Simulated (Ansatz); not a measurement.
Start from `C=C[SiH2][SiH3]` and change one atom or group to get `C=C[SiH2]CN`.

Ansatz, PBE0-D4/def2-TZVP geometries, multiplicity 1. Each molecule was computed in one conformer, which needn't be the lowest.

| property | `C=C[SiH2][SiH3]` |
| --- | --- |
| LUMO energy (PBE/def2-TZVPP) / eV | -1.63 |
| LUMO energy (PBE0/def2-TZVPP) / eV | -0.66 |
| LUMO energy (ωB97M-V/def2-TZVPP) / eV | 1.37 |
| HOMO energy (B3LYP/def2-TZVPP) / eV | -7.43 |
| HOMO–LUMO gap (B3LYP/def2-TZVPP) / eV | 6.57 |
| HOMO energy (PBE0/def2-TZVPP) / eV | -7.63 |

Q: What does the change do to each property? (An estimate is asked.)

A: Ansatz gave: 
| property | `C=C[SiH2]CN` | shift |
| --- | --- | --- |
| LUMO energy (PBE/def2-TZVPP) / eV | -1.51 | 0.12 |
| LUMO energy (PBE0/def2-TZVPP) / eV | -0.52 | 0.14 |
| LUMO energy (ωB97M-V/def2-TZVPP) / eV | 1.50 | 0.13 |
| HOMO energy (B3LYP/def2-TZVPP) / eV | -6.28 | 1.15 |
| HOMO–LUMO gap (B3LYP/def2-TZVPP) / eV | 5.53 | -1.04 |
| HOMO energy (PBE0/def2-TZVPP) / eV | -6.49 | 1.14 |

With PBE0 the HOMO rises by 1.14 eV and the LUMO rises by 0.14 eV, so the gap narrows by about 1.00 eV. PBE moves the HOMO by 1.43 eV and ωB97M-V by 0.90 eV. The zero-point energy changes by 79.4 kJ/mol with +6 modes.

B3LYP here is the variant with VWN-RPA as its local correlation; programs differ in this.
